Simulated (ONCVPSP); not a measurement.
Building the ONCV potential for Cu (LDA (Perdew-Wang 92), scalar-relativistic).

```
Element                 : copper
Generator               : ONCVPSP 4.0.1
Type                    : optimised norm-conserving Vanderbilt (ONCV)
Functional              : LDA (Perdew-Wang 92)
Relativity              : scalar-relativistic
Frozen core             : [Ne] 3s2
Valence charge          : 17
Reference configuration : 3p6 3d9 4s2
Partial waves           : 4s: rc 2.35 bohr, ncon 3, nbas 8, qcut 2.2 1/bohr, 1 projector; 3p: rc 0.72 bohr, ncon 4, nbas 8, qcut 12.4 1/bohr, 2 projectors, debl 1.9 Ha; 3d: rc 1.35 bohr, ncon 4, nbas 9, qcut 12.3 1/bohr, 2 projectors, debl 3.8 Ha; f scattering state at 0.19 Ha: rc 2.00 bohr, ncon 4, nbas 9, qcut 4.9 1/bohr, 2 projectors, debl 1.4 Ha
Local potential         : polynomial inside 0.65 bohr (lpopt 4, dvloc0 1 Ha)
Core correction         : Teter function, fcfact 3, rcfact 1.3
```

In the p channel the program set the typed energies aside and used -2.836, 0.250 Ha.

* Cutoffs needed: 73 Ha and 327 Ha (the cutoffs (Ha) at which the residual kinetic energy of the hardest occupied pseudo-wave falls to 1 and 0.1 mHa per electron)
* Ghost test: ghosts flagged at negative energy: s at -172.2 eV; GHOST(+) flagged for f at 28.2 eV; a true bound ghost makes a file unfit for plane-wave use
* Largest excitation error: +143 meV (all-electron minus pseudo) for 3p6 3d10 4s0, out of 4 test configurations
* rms error of d²Exc/dni dnj: 4.14 mHa without and 3.11 mHa with the model core
